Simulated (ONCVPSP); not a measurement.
Transferability test, ONCV potential for arsenic (As)

```json
{
  "Element": "As (Z = 33)",
  "Generator": "ONCVPSP 4.0.1",
  "Type": "optimised norm-conserving Vanderbilt (ONCV)",
  "Functional": "PBE",
  "Relativity": "scalar-relativistic",
  "Frozen core": "[Ar]",
  "Valence charge": "15",
  "Reference configuration": "3d10 4s2 4p3",
  "Partial waves": "4s: rc 1.50 bohr, ncon 4, nbas 7, qcut 3.9 1/bohr, 2 projectors, debl 3.1 Ha; 4p: rc 1.80 bohr, ncon 4, nbas 8, qcut 4.8 1/bohr, 2 projectors, debl 1.6 Ha; 3d: rc 0.85 bohr, ncon 3, nbas 8, qcut 15.1 1/bohr, 2 projectors, debl 2.7 Ha; f scattering state at 0.05 Ha: rc 1.65 bohr, ncon 4, nbas 8, qcut 7 1/bohr, 2 projectors, debl 3.6 Ha",
  "Local potential": "polynomial inside 0.85 bohr (lpopt 5, dvloc0 3 Ha)",
  "Core correction": "Teter function, fcfact 5.25, rcfact 1.75"
}
```

Energies are relative to the spin-unpolarised reference configuration 3d10 4s2 4p3; without spin polarisation the order of configurations can differ from experiment. Not all tests gave a result: 1 of 4 tests not solved or not reliable.

| valence configuration | charge | ΔE all-electron (eV) | error AE − PS (meV) |
| --- | --- | --- | --- |
| 3d10 4s2 4p2 | +1 | 9.149 | -1.2 |
| 3d10 4s2 4p1 | +2 | 27.068 | -1.5 |
| 3d10 4s1 4p3 | +1 | 19.256 | +0.7 |

Note: ghosts flagged at negative energy: s at -2.46 eV; GHOST(+) flagged for p at 118.5 eV. A true bound ghost makes a file unfit for plane-wave use.
